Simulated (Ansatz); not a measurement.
Born–Oppenheimer molecular dynamics of C₂H₈AlBO (13 atoms, charge 0, multiplicity 1). It starts from a relaxed structure.

Computed with UKS r2SCAN-D4/STO-3G in Ansatz 0.2.0.

| Quantity | Value |
| --- | --- |
| ensemble | NVE (velocity Verlet) |
| time step | 1 fs |
| steps asked | 112 |
| starting velocities drawn for | 3000 K |
| seed | 438567 |

First frame:

```xyz
13
Properties=species:S:1:pos:R:3
C -1.569 0.102 1.291
O -0.874 0.834 0.207
B 0.226 0.262 -0.372
C 0.750 -1.166 0.121
Al 1.131 1.324 -1.853
H -2.409 0.737 1.628
H -0.894 -0.090 2.147
H -1.969 -0.866 0.931
H 1.028 -1.142 1.187
H 1.627 -1.526 -0.432
H -0.032 -1.936 0.026
H 2.245 2.299 -1.564
H 0.762 1.135 -3.304
```

(1) How far do the bonds stretch over the last three quarters of this one trajectory? (Pairs bonded in most of those frames.)

Results:

(1) 
```csv
bond,mean (Å),spread (Å),shortest,longest
C1–O2,1.507,0.023,1.45,1.54
C1–H6,1.113,0.022,1.07,1.16
C1–H7,1.117,0.035,1.06,1.18
C1–H8,1.116,0.027,1.07,1.18
O2–B3,1.368,0.021,1.33,1.40
B3–C4,1.602,0.054,1.49,1.70
B3–Al5,2.053,0.048,1.97,2.13
C4–H9,1.117,0.051,1.00,1.23
C4–H10,1.124,0.087,0.99,1.27
C4–H11,1.129,0.074,1.00,1.25
Al5–H12,1.529,0.039,1.46,1.59
Al5–H13,1.542,0.109,1.38,1.70
```

Mean temperature of the second half: 1639 K. The conserved energy wandered by up to 6.6 meV per atom (net 2.2 meV per atom), which is poor conservation. The temperature averaged 0.55 of the 3000 K drawn at the start: a run that starts near a minimum puts about half its kinetic energy into the potential. A run of 0.11 ps of so small a system gives no equilibrium averages. Limits of this set-up: minimal basis.

Run time: 10 min on 1 thread of Arm Neoverse V2, with other jobs on the host, peak memory 0.21 GiB.
